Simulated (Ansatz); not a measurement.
A structure relaxed at r2SCAN-D4/def2-SVPD in Ansatz, charge -1, singlet:

```tsv
atom	x (Å)	y (Å)	z (Å)
B1	0.533	-1.140	0.313
B2	-0.229	0.024	1.405
B3	1.157	-0.326	-1.209
B4	1.226	1.506	-1.066
B5	-0.395	-1.110	-1.236
B6	-1.151	-0.780	0.201
B7	1.297	0.485	0.385
B8	-2.067	0.160	1.328
H9	2.290	2.054	-1.283
H10	-0.856	-1.892	-2.026
H11	-2.464	-0.208	2.407
H12	1.017	0.760	-2.101
H13	0.004	-0.279	2.544
H14	2.270	0.568	1.093
H15	-2.349	-1.056	0.574
H16	1.014	-2.157	0.741
H17	0.220	2.194	-1.138
H18	2.143	-0.872	-1.658
H19	0.262	1.171	0.992
H20	-2.745	0.974	0.738
H21	-1.178	-0.076	-1.005
```

(1) Give its formula.

(2) Summarise the bond lengths by kind (pairs closer than 1.2 times the sum of covalent radii, bridged metal pairs left out).

## Answers

(1) the cluster B8H13⁻.

(2) 14 × B–B 1.66 to 1.89 Å; 13 × B–H 1.20 to 1.32 Å.

The structure comes from a short search, and lower isomers may exist.
